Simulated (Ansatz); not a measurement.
Consider the substitution at a C–Si bond: `C=C[Si](N)(N)F` + `C#CCO` → `C#CCOC=C` + `N[SiH](N)F`.

Computed with Ansatz on PBE0-D4/def2-TZVP structures; ΔE is electronic, products minus reactants. CCSD(T)/CBS is the MP2 limit (def2-TZVPP, def2-QZVPP) plus CCSD(T) − MP2 in def2-TZVPP, frozen cores. This one scheme is used for every species. Functionals use def2-TZVPP. B3LYP here is the variant with VWN-RPA as its local correlation; programs differ in this. Each species was taken in one conformer, which may not be the lowest.

| level | ΔE (kJ/mol) | difference from CCSD(T)/CBS |
| --- | --- | --- |
| PBE-D4 | 46.9 | -9.9 |
| r2SCAN-D4 | 48.3 | -8.5 |
| PBE0-D4 | 51.3 | -5.5 |
| B3LYP-D4 | 50.3 | -6.5 |
| ωB97X-V | 49.2 | -7.6 |
| ωB97M-V | 53.4 | -3.4 |
| B2PLYP | 49.1 | -7.7 |
| PBE | 44.3 | -12.5 |
| r2SCAN | 47.6 | -9.2 |
| PBE0 | 49.0 | -7.8 |
| B3LYP | 46.1 | -10.7 |
| HF/def2-TZVPP | 51.9 | -4.9 |
| MP2/def2-TZVPP | 55.0 | -1.8 |
| SCS-MP2/def2-TZVPP | 53.2 | -3.6 |
| CCSD/def2-TZVPP | 55.7 | -1.1 |
| CCSD(T)/def2-TZVPP | 54.7 | -2.1 |
| HF/def2-QZVPP | 51.2 | -5.6 |
| MP2/def2-QZVPP | 56.0 | -0.8 |
| SCS-MP2/def2-QZVPP | 54.5 | -2.3 |
| HF/CBS(def2) | 51.1 | -5.7 |
| MP2/CBS(def2) | 57.1 | 0.3 |
| CCSD/CBS(def2) | 57.8 | 1.0 |
| CCSD(T)/CBS | 56.8 | 0 |

Largest T1 diagnostic among the species: 0.013.

From PBE to PBE0 (25 % exact exchange), in def2-TZVPP and without D4, ΔE moves by +4.6 kJ/mol. The D4 term adds +4.2 kJ/mol with B3LYP and +2.4 kJ/mol with PBE0; it sums over pairs of atoms, weighted by their polarisabilities, and B3LYP, whose exchange is more repulsive, gets the larger term.
